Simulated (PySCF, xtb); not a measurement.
C3H3, SMILES [CH2]C#C (connectivity only; charge and spin as stated), charge +1, multiplicity 1.

Harmonic wavenumbers (cm⁻¹) from GFN2-xTB run with xtb at its own minimum, in rising order: 320, 322, 623, 708, 902, 927, 1148, 1306, 2099, 2968, 2988, 3205.

Task: What does PySCF with PBE-D3(BJ)/def2-TZVP give at its own minimum? (Estimate from the structure and the level; the computed values follow.)

Result: 273, 308, 590, 869, 996, 1076, 1126, 1418, 2093, 3028, 3125, 3294. Paired by order, the mean absolute difference is 77 cm⁻¹ and the zero-point energies are 25.0 and 26.0 kcal/mol.
